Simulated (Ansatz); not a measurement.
Consider the hydrogenolysis of the Sn–Cl bond: `C#[C][SnH]([F])[Cl]` + H₂ → `C#[C][SnH2][F]` + HCl.

Isolated molecules relaxed with PBE0-D4/def2-TZVP in Ansatz; ΔE leaves out vibrations. CCSD(T)/CBS adds triple-zeta CCSD(T) − MP2 to the extrapolated MP2 energy (def2 sets, frozen cores). This one scheme is used for every species. DFT in def2-TZVPP. def2 core potentials past Kr. For Sn outer-core shells are correlated without core-valence functions, which leaves a few kJ/mol of doubt a bond.

`C#[C][SnH]([F])[Cl]`:

Cartesian coordinates in Å:
```
C -0.600 -0.385 2.061
C -0.259 -0.128 0.934
Sn 0.291 0.346 -0.989
F 2.133 -0.124 -1.146
Cl -0.808 -1.050 -2.452
H -0.896 -0.619 3.058
H 0.139 1.959 -1.466
```

H₂:

```xyz
2

H    -0.211   -0.304   -0.051
H     0.211    0.304    0.051
```

`C#[C][SnH2][F]`:

```xyz
7

C    -1.429   -1.394    0.781
C    -0.643   -0.590    0.344
Sn    0.666    0.828   -0.402
F     2.293   -0.130   -0.753
H    -2.115   -2.113    1.167
H     0.158    1.416   -1.909
H     1.070    1.983    0.772
```

HCl:

```xyz
2

Cl    0.202   -0.341    0.502
H    -0.202    0.341   -0.502
```

```json
{"level": "B2PLYP", "ΔE (kJ/mol)": "67.8", "difference from CCSD(T)/CBS": "-5.5"}
{"level": "BLYP", "ΔE (kJ/mol)": "65.4", "difference from CCSD(T)/CBS": "-7.9"}
{"level": "r2SCANh", "ΔE (kJ/mol)": "71.6", "difference from CCSD(T)/CBS": "-1.7"}
{"level": "BHLYP", "ΔE (kJ/mol)": "63.1", "difference from CCSD(T)/CBS": "-10.2"}
{"level": "MP2/def2-SVP", "ΔE (kJ/mol)": "68.1", "difference from CCSD(T)/CBS": "-5.2"}
{"level": "CCSD(T)/def2-SVP", "ΔE (kJ/mol)": "59.4", "difference from CCSD(T)/CBS": "-13.9"}
{"level": "MP2/def2-TZVPP", "ΔE (kJ/mol)": "72.9", "difference from CCSD(T)/CBS": "-0.4"}
{"level": "CCSD/def2-TZVPP", "ΔE (kJ/mol)": "59.9", "difference from CCSD(T)/CBS": "-13.4"}
{"level": "SCS-MP2/def2-QZVPP", "ΔE (kJ/mol)": "74.5", "difference from CCSD(T)/CBS": "1.2"}
{"level": "CCSD/CBS(def2)", "ΔE (kJ/mol)": "69.6", "difference from CCSD(T)/CBS": "-3.7"}
{"level": "CCSD(T)/CBS", "ΔE (kJ/mol)": "73.3", "difference from CCSD(T)/CBS": "0"}
```

Largest T1 diagnostic among the species: 0.014.

Leaving LDA and LC-ωPBE aside and taking each functional with its dispersion term where it has one, the values, not all of them listed here, spread over 9.5 kJ/mol, from CAM-B3LYP-D4 to r2SCAN-D4. LDA lies −7.1 kJ/mol from PBE without D4. The D4 term adds +6.9 kJ/mol with B3LYP and +3.8 kJ/mol with PBE0; it sums over pairs of atoms, weighted by their polarisabilities, and B3LYP, whose exchange is more repulsive, gets the larger term.

B3LYP here is the variant with VWN-RPA as its local correlation; programs differ in this.

CCSD(T)/CBS has its own doubt, a few kJ/mol and more with outer-core shells, so smaller differences from it don't rank the levels.
